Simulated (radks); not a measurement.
Neutral praseodymium inside a hard spherical wall (all orbitals vanish at R), configuration held at [Xe] 4f3 6s2 and not refilled when levels cross. Method: scalar-relativistic Kohn-Sham, LDA (Slater exchange, Perdew-Wang correlation), spin-unpolarised, spherical densities, finite nucleus; Fermi nuclear charge, rms radius 4.8919 fm; computed with a radial shooting solver on a logarithmic mesh with Libxc functionals. Eigenvalues in eV, with the zero of energy where the potential of the charges vanishes at infinity; a dash marks a level that is unbound or too diffuse for the functional's potential to be trusted. A positive occupied level is held by the wall or, in an anion where self-interaction has pushed it up, behind a barrier. The pressure on the wall is -dE/dV.

R (bohr)  E (hartree)  kinetic (hartree)    e(5s)    e(5p)   e(6s)  e(5d, empty)   e(4f)  e(6p, empty)  pressure (GPa)
free       -9230.1390           9799.721  -39.132  -21.540  -3.591        -2.155  -1.435        -1.289               0
15         -9230.1390           9799.722  -39.127  -21.536  -3.588        -2.151  -1.431        -1.272        0.000328
10         -9230.1351           9799.754  -38.903  -21.316  -3.405        -1.955  -1.209        -0.856          0.0863
8          -9230.1145           9799.876  -38.286  -20.715  -2.794        -1.397  -0.595         0.229           0.806
7          -9230.0789           9800.046  -37.609  -20.065  -1.965        -0.745   0.089         1.577            2.58
6          -9229.9897           9800.417  -36.474  -18.988  -0.211         0.449   1.265         4.273            8.99
4          -9228.9618           9804.347  -30.252  -13.025  15.078         8.504   8.369        24.961             208
1.5        -9142.7218          10061.253   166.54   210.51  575.50        278.07  153.52        621.31          239000
